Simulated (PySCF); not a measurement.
Predicted microwave data (PBE0/pcSseg-1 in PySCF (dipole) on a GFN2-xTB geometry, gas phase) for one isomer of C7H12OSi:

```
Rotational constants : A = 2957, B = 820.0, C = 732.1 MHz
Dipole components    : |μa| = 1.20 D, |μb| = 1.06 D, |μc| = 0.05 D
Inertial defect      : -96.94 u·Å²
κ                    : -0.92
```

Question: Which structure is it? (One computed conformer of each.)
A. `[CH3:1][CH:2]([CH3:3])[O:4][C:5]1=[CH:6][CH:7]=[CH:8][SiH2:9]1` with C1–C2–O4–C5 -151°, C2–O4–C5–C6 -173°
B. `[CH:1]#[C:2][Si@:3]1([CH3:4])[CH2:5][C@H:6]([CH2:7][OH:8])[CH2:9]1` with C5–C6–C7–O8 -47°, C6–C7–O8–H -52°, C2–Si3–C5–C6 -101°, Si3–C5–C6–C7 111°, C5–C6–C9–Si3 9°, C2–Si3–C9–C6 105°
C. `[CH3:1][CH2:2][CH2:3][c:4]1[cH:5][o:6][c:7]([SiH3:8])[cH:9]1` with C1–C2–C3–C4 64°, C2–C3–C4–C5 76°

Answer: A. It is CC(C)OC1=CC=C[SiH2]1, a near-prolate asymmetric top, point group C1. The candidates at the same level (rigid rotor, commonest isotopes):

| SMILES | A (MHz) | B (MHz) | C (MHz) | μa (D) | μb (D) | μc (D) | Δ (u·Å²) | point group | rotor |
| --- | --- | --- | --- | --- | --- | --- | --- | --- | --- |
| CCCc1coc([SiH3])c1 | 3125 | 681.1 | 620.9 | 1.17 | 0.22 | 0.31 | -89.75 | C1 | near-prolate asymmetric top |
| C#C[Si@]1(C)C[C@H](CO)C1 | 1804 | 1171 | 829.4 | 1.22 | 1.26 | 0.87 | -102.31 | C1 | asymmetric top |
| CC(C)OC1=CC=C[SiH2]1 | 2957 | 820.0 | 732.1 | 1.20 | 1.06 | 0.05 | -96.94 | C1 | near-prolate asymmetric top |

`C#C[Si@]1(C)C[C@H](CO)C1` has B 43 % too high; `CCCc1coc([SiH3])c1` has B 17 % too low. No structure here is proved a minimum.
